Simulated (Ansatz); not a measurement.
Reaction (ligand exchange at the Si–N bond): `O[SiH2]N[SiH3]` + `OC=S` → `O[SiH2]OC=S` + `N[SiH3]`

Isolated molecules relaxed with PBE0-D4/def2-TZVP in Ansatz; ΔE leaves out vibrations. CBS: MP2 limit from def2 TZ/QZ plus the TZ coupled-cluster correction, frozen cores. This one scheme is used for every species. Functionals use def2-TZVPP. One conformer a species, not always the lowest.

```json
{"level": "PBE0-D4", "ΔE (kJ/mol)": "-21.4"}
{"level": "PBE", "ΔE (kJ/mol)": "-21.2"}
{"level": "HF/def2-TZVPP", "ΔE (kJ/mol)": "-35.5"}
{"level": "CCSD/def2-TZVPP", "ΔE (kJ/mol)": "-27.4"}
{"level": "HF/def2-QZVPP", "ΔE (kJ/mol)": "-35.7"}
{"level": "MP2/def2-QZVPP", "ΔE (kJ/mol)": "-26.4"}
{"level": "MP2/CBS(def2)", "ΔE (kJ/mol)": "-26.0"}
{"level": "CCSD/CBS(def2)", "ΔE (kJ/mol)": "-26.6"}
```

(1) What does CCSD(T)/CBS give? (An estimate is asked.)

Largest T1 diagnostic among the species: 0.018.

Results:

(1) Ansatz gave: -25.5 kJ/mol. The listed levels differ from it by 4.1, 4.3, -10.0, -1.9, -10.2, -0.9, -0.5, -1.1 kJ/mol.

In def2-TZVPP, CCSD(T) changes the Hartree–Fock value by +9.2 kJ/mol (the triples alone add +1.1 kJ/mol) and MP2 by +8.7 kJ/mol.
